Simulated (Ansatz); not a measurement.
`C[O][Ge][NH2]` and `C[O][Ge][OH]` differ in one atom or group.

Ansatz, PBE0-D4/def2-TZVP geometries, multiplicity 1. Each molecule was computed in one conformer, which needn't be the lowest.

Scalar relativity is left out up to krypton.

| property | `C[O][Ge][NH2]` |
| --- | --- |
| HOMO–LUMO gap (B3LYP/def2-TZVPP) / eV | 5.52 |
| size of the dipole moment (ωB97M-V/def2-TZVPP) / D | 0.63 |
| HOMO energy (B3LYP/def2-TZVPP) / eV | -6.79 |
| HOMO–LUMO gap (PBE/def2-TZVPP) / eV | 3.97 |
| HOMO–LUMO gap (PBE0/def2-TZVPP) / eV | 5.91 |
| size of the dipole moment (PBE/def2-TZVPP) / D | 0.60 |

**Question.** What does the change do to each property? (An estimate is asked.)

**Answer.** The calculation gave: 
```tsv
property	`C[O][Ge][OH]`	shift
HOMO–LUMO gap (B3LYP/def2-TZVPP) / eV	5.65	0.13
size of the dipole moment (ωB97M-V/def2-TZVPP) / D	1.46	0.83
HOMO energy (B3LYP/def2-TZVPP) / eV	-7.34	-0.55
HOMO–LUMO gap (PBE/def2-TZVPP) / eV	4.11	0.14
HOMO–LUMO gap (PBE0/def2-TZVPP) / eV	6.05	0.14
size of the dipole moment (PBE/def2-TZVPP) / D	1.31	0.71
```

With PBE0 the HOMO falls by 0.55 eV and the LUMO falls by 0.40 eV, so the gap widens by about 0.15 eV. PBE moves the HOMO by -0.54 eV and ωB97M-V by -0.55 eV. Dipoles are sizes alone; their direction can turn.

B3LYP here is the variant with VWN-RPA as its local correlation; programs differ in this.
